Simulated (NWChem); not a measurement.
Molecule: C₃H₅FSi; SMILES C(#CC)[SiH2]F

Results from NWChem. Coordinates come from a B3LYP/6-31G* (spherical d) optimisation. Level: PBE0/def2-SVP with SMD (1 M gas to 1 M solution), gas-phase geometry. Reactions with the solvent are ignored.

Order these by “dipole in solution (D)”, lowest first: acetonitrile; dichloromethane; diethyl ether; n-hexane.

n-hexane (3.10), diethyl ether (3.33), dichloromethane (3.44), acetonitrile (3.52)
